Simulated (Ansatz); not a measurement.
Geometry optimisation, UKS PBE0/STO-3G in Ansatz 0.2.0.

The input (input.yaml):

```yaml
crystal:
  periodic: [false, false, false]
  atoms:
    - { symbol: O, position_ang: [-2.1282, 0.5136, 0.309] }
    - { symbol: Si, position_ang: [-0.5141, 0.8573, 0.0195] }
    - { symbol: C, position_ang: [0.5382, -0.2757, 1.0203] }
    - { symbol: "N", position_ang: [1.2815, -1.1555, 0.0504] }
    - { symbol: Al, position_ang: [0.3912, -0.5415, -1.5872] }
    - { symbol: H, position_ang: [-2.6372, 1.008, -0.466] }
    - { symbol: H, position_ang: [-0.0914, 2.2789, 0.0623] }
    - { symbol: H, position_ang: [-0.0141, -0.8561, 1.726] }
    - { symbol: H, position_ang: [1.3303, 0.3263, 1.6443] }
    - { symbol: H, position_ang: [2.2234, -0.9161, 0.0104] }
    - { symbol: H, position_ang: [-0.3142, -1.296, -2.7684] }
magnetization:
  spin_polarized: true
basis:
  gaussian: { orbitals: STO-3G }
hamiltonian:
  xc: pbe0
relax:
  f_tol: 0.02
  max_steps: 40
output:
  orbitals: {}
```

Launched with:

```bash
$ ansatz run input.yaml --threads 1 --pin off --max-ram 2048MiB --backend cpu --events-out ev --progress --plain --runs-dir out
```

Where does it end, and by what steps?

The run converged. Limits of this set-up: minimal basis. After 11 steps the energy has fallen by 1.747 eV; H11 moved furthest, 0.86 Å.

```
step  energy less start (eV)  largest force component (eV/Å)  accepted
   0                  0.0000                           5.610       yes
   1                 -1.0098                           1.438       yes
   2                 -1.2515                           0.898       yes
   3                 -1.4117                           1.433       yes
   4                 -1.5436                           2.259       yes
   5                 -1.6618                           0.600       yes
   6                 -1.7212                           0.474       yes
   7                 -1.7393                           0.396       yes
   8                 -1.7463                           0.120       yes
   9                 -1.7472                           0.049       yes
  10                 -1.7472                           0.063       yes
  11                 -1.7475                           0.008       yes
```

```xyz
11
Properties=species:S:1:pos:R:3
O -2.234 0.566 0.556
Si -0.657 0.796 -0.119
C 0.607 -0.149 0.960
N 1.197 -0.996 -0.126
Al 0.338 -0.617 -1.587
H -2.806 1.211 0.014
H -0.370 2.225 -0.116
H 0.141 -0.754 1.760
H 1.363 0.493 1.450
H 1.964 -1.628 0.183
H 0.523 -1.203 -2.955
```

Whether the end is a true minimum wasn't checked by a vibrational analysis.

Run time: 58 s on 1 thread of Arm Neoverse V1, with other jobs on the host, peak memory 0.2 GiB.
